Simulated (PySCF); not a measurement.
One of the candidates below gave these computed data.

| technique | computed result |
| --- | --- |
| 13C NMR | chemical shifts (computed TMS as zero) by class: 142.7 (1 C), 142.0 (1 C), 140.0 (1 C), 131.4 (1 C) ppm [GIAO PBE0/pcSseg-1] |
| Rotational structure | rotational constants A, B, C: 1.723, 0.306, 0.283 GHz [GFN2-xTB] |
| Dipole | 0.67 D [PBE0/pcSseg-1] |
| 1H NMR | chemical shifts (computed TMS as zero) by class: 7.67 (1 H), 7.67 (1 H), 7.41 (1 H), 5.88 (2 H), 5.26 (3 H), 5.12 (2 H) ppm [GIAO PBE0/pcSseg-1] |
| NMR, other nuclei | isotropic shieldings of nuclei other than C and H, by class: 282 (1 O), 294 (1 O), 387 (1 Si), 392 (1 Si), 395 (1 Si), 257 (1 S) ppm [GIAO PBE0/pcSseg-1] |

Electronic properties: PySCF, gas phase, density fitting. Levels stand in brackets. Geometry: GFN2-xTB, one conformer, isolated molecule. NMR classes are plain means over equivalent atoms (diastereotopic ones count apart unless rotation or inversion swaps them), as if these changed places fast.

Problem. Which candidate is it?
A. `[SiH3]O[SiH2]O[SiH2]c1cccs1`
B. `Oc1ccsc1[SiH2][SiH2]O[SiH3]`
C. `O=C[C@@H]1[SiH2]C[C@@H]1OC1CC1`
D. `Sc1coc2ccccc12`

Solution. A. It is `[SiH3]O[SiH2]O[SiH2]c1cccs1`. Numbering: `[SiH3:1][O:2][SiH2:3][O:4][SiH2:5][c:6]1[cH:7][cH:8][cH:9][s:10]1`. Its formula, C4H10O2SSi3, gives 3 degrees of unsaturation: 1 ring and 2 π bonds in the structure found (Kekulé form). 4 carbons fall into 4 classes; from least to most shielded: aromatic CH next to a ring sulfur [C9] (142.7 ppm), substituted aromatic carbon [C6] (142.0 ppm), aromatic CH carbon [C7] (140.0 ppm), aromatic CH carbon [C8] (131.4 ppm). Hydrogen classes from least to most shielded: 1 H on an aromatic CH carbon, C7 (7.67 ppm), 1 H on an aromatic CH next to a ring sulfur, C9 (7.67 ppm), 1 H on an aromatic CH carbon, C8 (7.41 ppm), 2 H on an oxygen-bound silicon, Si5 (5.88 ppm), 3 H on an oxygen-bound silicon, Si1 (5.26 ppm), 2 H on an oxygen-bound silicon, Si3 (5.12 ppm). The other shieldings belong to: 282 ppm, siloxane oxygen [O4]; 294 ppm, siloxane oxygen [O2]; 387 ppm, oxygen-bound silicon [Si5]; 392 ppm, oxygen-bound silicon [Si1]; 395 ppm, oxygen-bound silicon [Si3]; 257 ppm, thiophene-type sulfur [S10]. The optimised geometry has point group C1 and is an asymmetric top.

The others, at the same levels:
- `Oc1ccsc1[SiH2][SiH2]O[SiH3]` fails: its computed 13C shifts are 165.9 (1 C), 142.5 (1 C), 120.5 (1 C), 112.8 (1 C) ppm, 1H shifts are 7.39 (1 H), 6.46 (1 H), 5.78 (2 H), 5.09 (3 H), 4.73 (2 H), 4.40 (1 H) ppm and rotational constant A is 2.100 GHz (against 1.723 GHz).
- `Sc1coc2ccccc12` fails: it has 6 hydrogens where the 1H data count 10; its computed 13C shifts are 160.9 (1 C), 144.9 (1 C), 132.1 (1 C), 129.0 (1 C), 127.5 (1 C), 122.1 (1 C), 118.5 (1 C), 117.4 (1 C) ppm, 1H shifts are 7.73 (1 H), 7.69 (1 H), 7.65 (1 H), 7.63 (1 H), 7.56 (1 H), 3.70 (1 H) ppm and rotational constant A is 2.354 GHz (against 1.723 GHz).
- `O=C[C@@H]1[SiH2]C[C@@H]1OC1CC1` fails: it has 12 hydrogens where the 1H data count 10; its computed 13C shifts are 204.5 (1 C), 74.7 (1 C), 53.7 (1 C), 53.5 (1 C), 21.0 (1 C), 8.6 (1 C), 6.8 (1 C) ppm, 1H shifts are 10.50 (1 H), 4.47 (1 H), 4.43 (1 H), 4.24 (1 H), 3.43 (1 H), 3.34 (1 H), 2.15 (1 H), 1.98 (1 H), 0.87 (1 H), 0.65 (1 H), 0.51 (1 H), 0.30 (1 H) ppm and rotational constant A is 1.915 GHz (against 1.723 GHz).

Each candidate is one conformer, not necessarily the lowest. The conformers computed, where there is a choice (atom-mapped SMILES and torsion angles):
- `[SiH3:1][O:2][SiH2:3][O:4][SiH2:5][c:6]1[cH:7][cH:8][cH:9][s:10]1`: Si1–O2–Si3–O4 -3°, O2–Si3–O4–Si5 4°, Si3–O4–Si5–C6 130°, O4–Si5–C6–C7 -6°
- `[OH:1][c:2]1[cH:3][cH:4][s:5][c:6]1[SiH2:7][SiH2:8][O:9][SiH3:10]`: S5–C6–Si7–Si8 -178°, C6–Si7–Si8–O9 180°, H–O1–C2–C3 0°
- `[SH:1][c:2]1[cH:3][o:4][c:5]2[cH:6][cH:7][cH:8][cH:9][c:10]12`: H–S1–C2–C3 180°
- `[O:1]=[CH:2][C@@H:3]1[SiH2:4][CH2:5][C@@H:6]1[O:7][CH:8]1[CH2:9][CH2:10]1`: O1–C2–C3–Si4 -97°, C5–C6–O7–C8 79°, C6–O7–C8–C9 150°
